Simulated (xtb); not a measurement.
xtb input:

```bash
xtb mol.xyz --gfn 2 --sp --chrg -1 --uhf 0
```
mol.xyz:
```
3

O     -0.00000000    -0.00000000    -1.13481261
C      0.00000000     0.00000000     0.04054995
N      0.00000000     0.00000000     1.26217160
```

### Question
Which total energy does the run end on?

### Answer
-9.32559 Eh (GFN2-xTB).

This state (charge -1, singlet) is run at the relaxed geometry of the species with charge 0 and multiplicity 2.
